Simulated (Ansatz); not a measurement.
Ansatz (an electronic-structure program) input (RI-MP2/def2-TZVPPD):
A basis named .json is the Basis Set Exchange file of that set.

Ansatz 0.2 input:
```yaml
crystal:
  periodic: [false, false, false]
  atoms:
    - {symbol: Ta, position_ang: [0.00000000, 0.00000000, 0.00000000]}
    - {symbol: F, position_ang: [0.00000000, 0.00000000, 1.89161714]}
    - {symbol: F, position_ang: [-0.00000000, -0.00000000, -1.89161714]}
basis:
  gaussian:
    orbitals: def2-TZVPPD.json
    fitting: {mean_field: def2-universal-jkfit, correlation: def2-TZVPPD-RIFIT.json}
total_charge: 1
magnetization: {spin_polarized: true, initial_magnetization: 2}
correlation: {method: mp2, electrons: outside_noble_gas}
```

Output:

```
Functional definition: HF
integrals: 0.06 GiB planned
381 factors; integrals over basis functions are off by at most 1.6e0 eV
377 factors; integrals over basis functions are off by at most 4.9e0 eV
mean field: 0.28 GiB planned
mean field evaluation 1: about -6932.6332 eV, gradient 5.8e1 eV
mean field evaluation 2: about -6934.8217 eV, gradient 5.5e1 eV
mean field evaluation 4: about -6943.6177 eV, gradient 1.2e0 eV
mean field evaluation 8: about -6943.6483 eV, gradient 2.4e-6 eV
mean field evaluation 16: about -6943.4084 eV, gradient 9.7e-7 eV
mean field evaluation 32: about -6943.6464 eV, gradient 5.0e-1 eV
mean field evaluation 64: about -6943.6446 eV, gradient 5.6e-1 eV
mean field -6943.64831391 eV, -255.1743689623 hartree, gradient 2.4e-6 eV, S^2 2.008012; 9 other end points of the search recorded, 0 dependent functions left out
6 core orbitals not correlated
reference -6943.64831391 eV, -255.1743689623 hartree; 10, 8 occupied and 123, 125 virtual orbitals, 377 factors
second order -16.29434973 eV of doubles, -0.00000000 eV of singles
Total energy: -6959.94266364 eV, -255.7731752703 hartree
```

This state (charge 1, triplet) is run at the relaxed geometry of the species with charge 0 and multiplicity 4.
